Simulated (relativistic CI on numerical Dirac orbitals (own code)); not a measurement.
**Xe⁺: what numerical and physical settings do to a radial Dirac CI calculation**

Reference input:

```
atom Xe  Z=54  charge=1  electrons=53
nucleus A=132  rms_radius_fm=4.7859
hamiltonian dirac-coulomb  breit=on  qed=on  c_scale=1
orbitals kli  potential=per-configuration
slater_scale 1
correlation none
mixing on
grid step=0.0125 r_max=100.6
scf mixing=0.4 start=green max_iterations=150 tolerance=2e-08 node_fill=0.05
configurations
  [Kr] 4d10 5s2 5p5
end
```

Computed lowest total energy -7436.84569 Ha, first excitation 10757.5 cm⁻¹, 11 SCF steps. Runs with settings changed; * marks those that are bad on purpose (the QED terms keep the true α when c is scaled):

```
                                                               Changed        Outcome  Lowest level  ΔE (Ha)  First excitation (cm⁻¹)  SCF steps                                                                Message
                                    Breit term off, iteration limit 30      converged   5p5 2P°_3/2    -5.77                  10924.4         11                                                                       
speed of light × 0.8, node fill of the KLI weights 0.2, grid step 0.04      converged   5p5 2P°_3/2     -133                  18396.5         11                                                                       
                                                 speed of light × 1.25      converged   5p5 2P°_3/2     78.6                   6611.1         11                                                                       
                                     node fill of the KLI weights 50 *      converged   5p5 2P°_3/2     1.09                  14030.4         12                                                                       
                                                   iteration limit 4 *  not converged                                                          4  SCF of 1s2 2s2 2p6 3s2 3p6 3d10 4s2 4p6 4d10 5s2 5p5 did not converge
```

With so few configurations and no correlation, terms lie too far apart (by 10 to 50 % near neutrality), their order can be wrong, and levels of other configurations are missing.
